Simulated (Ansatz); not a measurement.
```yaml
crystal:
  periodic: [false, false, false]
  atoms:
    - {symbol: F, position_ang: [-0.467145, 2.124269, -1.341350]}
    - {symbol: Ga, position_ang: [0.282606, 0.564184, -1.008425]}
    - {symbol: C, position_ang: [-0.720648, -0.527790, 0.263110]}
    - {symbol: S, position_ang: [0.305867, -0.028726, 1.698834]}
    - {symbol: H, position_ang: [1.690904, 0.331605, -1.621846]}
    - {symbol: H, position_ang: [-0.781909, -1.609108, 0.175910]}
    - {symbol: H, position_ang: [-1.710377, -0.114305, 0.452898]}
    - {symbol: H, position_ang: [1.400693, -0.740129, 1.380878]}
basis:
  gaussian: {orbitals: 6-31G, nuclear_model: gaussian}
hamiltonian: {xc: {name: wB97X-D}}
output: {forces: true}
```

```sh
$ ansatz run in.yaml --threads 4 --pin off --events-out ev --progress --plain --max-ram 10444MiB
```

It prints (some lines left out):

```
Error: YAML parse error: error: line 14 column 19: hamiltonian.xc: no functional is named "wB97X-D"; the names, which are not case-sensitive, are SVWN5, SPW92, PBE, PBE0, PBEsol, revPBE, revPBE0, RPBE, rPW86-PBE, HSE06, wPBEh, LC-wPBE, HISS, HF, BLYP, B3LYP, B3LYP5, BHLYP, CAM-B3LYP, r2SCAN, r2SCANh, r2SCAN0, r2SCAN50, m-r2SCAN, B97, wB97, wB97X, wB97X-V, B97M-V, wB97M-V, B2PLYP, B2GP-PLYP, PBE0-DH, PBE-QIDH
12 | basis:
13 |   gaussian: {orbitals: 6-31G, nuclear_model: gaussian}
14 | hamiltonian: {xc: {name: wB97X-D}}
15 | output: {forces: true}
```

Task: Something in this input is off. What?

Result: The method's name isn't one that the program takes here. The program refused the input.

HSE06 is defined as in plane-wave codes.
